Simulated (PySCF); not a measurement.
Geometries of 2 isomers of CH4FNSi, from PySCF 2.14.0, PBE0-D3(BJ)/def2-SVP geometry optimisation, gas phase. One conformer each, no zero-point energy, no frequencies.

Problem. Which isomer lies lower at this level?
A.
```xyz
8
angstrom
N     -1.871    0.616   -0.185
C     -0.849   -0.118    0.011
Si     0.946    0.480   -0.016
F      1.923   -0.769    0.345
H     -1.608    1.596   -0.358
H     -1.042   -1.190    0.208
H      1.295    0.985   -1.374
H      1.138    1.553    0.999
```
B.
```xyz
8
angstrom
C      1.451   -0.479   -0.112
N      0.618    0.404   -0.457
Si    -1.047    0.441    0.056
F     -1.964    0.440   -1.279
H      2.496   -0.437   -0.472
H      1.220   -1.340    0.554
H     -1.427   -0.760    0.861
H     -1.289    1.707    0.791
```

Solution. B. That is `C=N[SiH2]F`, 12.9 kcal/mol below the other.

```json
{"SMILES": "C=N[SiH2]F", "atoms numbered as above": "[CH2:1]=[N:2][SiH2:3][F:4]", "E (Eh)": "-484.06953", "relative (kcal/mol)": "0.0", "relative (kJ/mol)": "0.0", "dipole (D)": "2.61"}
{"SMILES": "[H]/N=C\\[SiH2]F", "atoms numbered as above": "[H]/[N:1]=[CH:2]\\[SiH2:3][F:4]", "E (Eh)": "-484.04893", "relative (kcal/mol)": "12.9", "relative (kJ/mol)": "54.1", "dipole (D)": "1.51"}
```

As drawn, the higher has an N–H bond and an Si–C bond, which the lower lacks.
